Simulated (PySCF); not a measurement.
C2H6OZn, charge +1, doublet, geometry from GFN2-xTB (such geometries of metal compounds can be far from the true shape) (a state made from the parent by changing its charge; the spin is typed, not shown lowest). Base run: PBE/def2-SV(P) (PySCF).

Input for PySCF:
```python
from pyscf import gto, scf, dft

mol = gto.M(
    atom='''
Zn    0.66052758    0.07892966    0.31364256
C    -0.27977330   -0.97357347   -1.30584936
C    -1.66382522   -0.50934891   -1.22052085
H    -0.10309820   -2.01378381   -1.02993822
H     0.29217277   -0.62914423   -2.16804742
H    -1.78668687    0.55569570   -1.43614479
H    -2.17131394   -0.80146609   -0.29628646
H    -2.22781889   -1.02548261   -2.02047879
O    -0.27939928    1.10498785    1.32849314
H     0.07770294    1.60392264    2.07189514
''',
    basis='def2-sv(p)',
    charge=1,
    spin=1,
    verbose=4,
)

mf = dft.UKS(mol)
mf.xc = 'pbe'
mf.kernel()
mf.analyze()
```

The base run was repeated with changes; each row names its change, and settings that it needs were set with it.

```csv
change,ΔE vs base (mEh),fitting functions,outcome
base,0.000,-,converged
auxbasis = cc-pvqz-jkfit,-,-,input refused
auxbasis = even-tempered beta=2.0,-0.307,680,converged
auxbasis = cc-pvtz-ri,-,-,input refused
auxbasis = autoaux,-0.632,667,converged
auxbasis = def2-universal-jfit,-0.210,302,converged
auxbasis = even-tempered beta=1.6,-0.140,1000,converged
auxbasis = cc-pvdz-jkfit,-,-,input refused
auxbasis = default (with mf = mf.density_fit()),-0.210,302,converged
auxbasis = def2-svp-ri,-11522.3,371,converged
```

A fitting set is made for a task (jfit for Coulomb, jkfit for Coulomb and exchange, ri for correlation) and for a family of orbital bases.

Open shells are given as the SCF converged; they aren't shown to be the lowest states, and a large step between rows can be another state.

- auxbasis = cc-pvqz-jkfit: ended with `pyscf.lib.exceptions.BasisNotFoundError: Basis set not found for Zn in cc-pvqz-jkfit`
- auxbasis = cc-pvtz-ri: ended with `pyscf.lib.exceptions.BasisNotFoundError: Basis set not found for Zn in cc-pvtz-ri`
- auxbasis = cc-pvdz-jkfit: ended with `pyscf.lib.exceptions.BasisNotFoundError: Basis set not found for Zn in cc-pvdz-jkfit`
